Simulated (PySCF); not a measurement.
**Adding and removing an electron: CsF**

PBE0; PySCF, scalar-relativistic core potentials, basis sets Cs def2-SVP with ECP46, F def2-SVP. Neutral (UKS): singlet (closed shell), Re = 2.393 Å, ωe = 376 cm⁻¹, De = 4.63 eV, HOMO -5.81 eV, LUMO -0.93 eV.

CsF⁺ (UKS): doublet (π ↑), Re = 3.206 Å, ωe = 101 cm⁻¹, De = 0.18 eV to Cs⁺ + F. The energies at the minima are -119.85912 hartree for CsF and -119.55228 for CsF⁺.

Question: Work out the adiabatic ionisation energy, without and with harmonic zero-point energies (1 hartree = 27.2114 eV, 1 eV = 8065.5 cm⁻¹), and the change of the bond length.

Answer: At PBE0: 0.30684 hartree = 8.350 eV between the minima; the zero-point term (101.0 − 376.0)/2 cm⁻¹ = -0.017 eV makes it 8.332 eV. Re changes by +81.3 pm against the neutral. Minus the HOMO energy is 5.81 eV, -2.54 eV from the value between the minima; self-interaction puts the Kohn–Sham level too high, less so with exact exchange. The electron leaves a π orbital, and the ion is left as a loose complex of an ion and an atom.

Weak bonds: CsF⁺. Basis-set superposition, not corrected here, can be much of De in a small basis, most of all at correlated wavefunction levels. These are scalar-relativistic numbers at best; spin–orbit coupling would shift them, the dissociation energy most. For an ion De counts to the pair picked by the measured ionisation energies or electron affinities, which need not be the lowest pair at this level. States were picked by a PBE0 search and need not be the measured ground states.
